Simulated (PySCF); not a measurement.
PySCF input file for C2H8OSi2, SMILES C[Si@H]1CO[SiH2]1, PBE0/pcSseg-1. Geometry: TPSSh-D3(BJ)/def2-SVP. The structure was generated by enumeration; whether it is a known compound was not checked.

```python
import numpy as np
from pyscf import gto, scf, dft
from pyscf.prop.nmr import rks as nmr

mol = gto.M(
    atom='''
    C     2.33234552   -0.73020188   -0.09647745
    Si    0.74582508   -0.04752275    0.66345638
    C    -0.04778342    1.46367060   -0.26343087
    O    -1.31439407    0.89322434   -0.69582192
    Si   -1.34925816   -0.70912144   -0.12390380
    H     2.59903512   -1.69923958    0.35579610
    H     3.17504386   -0.03778902    0.06601770
    H     2.21089138   -0.87981149   -1.18087622
    H     0.93006271    0.17510324    2.12763007
    H    -0.23817285    2.34731218    0.37090700
    H     0.52210565    1.80508628   -1.14637311
    H    -2.48501637   -0.95945920    0.80899913
    H    -1.45810650   -1.70479090   -1.22981148
    ''',
    basis='pcSseg-1',
    charge=0,
    spin=0,
    max_memory=1600,
    verbose=3,
)
mf = dft.RKS(mol, xc='pbe0')
mf.grids.level = 3
mf.conv_tol = 1e-10
mf.max_cycle = 100
mf.kernel()
n = nmr.NMR(mf)
n.verbose = 2
n.max_cycle_cphf = 60
sigma = n.kernel()
print('atom   isotropic/ppm   span/ppm')
for i, s in enumerate(sigma):
    w = np.linalg.eigvalsh((s + s.T) / 2)
    print(f'{mol.atom_symbol(i):2s}{i + 1:3d} {w.mean():14.3f} {w[2] - w[0]:11.3f}')
```

It prints:

```
converged SCF energy = -734.777199015403
atom   isotropic/ppm   span/ppm
C   1        188.949      11.706
Si  2        351.980     125.231
C   3        112.938     114.099
O   4        295.720     141.419
Si  5        333.075     223.552
H   6         30.897      11.676
H   7         30.613      11.578
H   8         30.468      11.126
H   9         26.170       6.944
H  10         26.509       8.779
H  11         26.737       8.840
H  12         25.538       7.258
H  13         25.556       6.821
```

Self-consistency was reached.
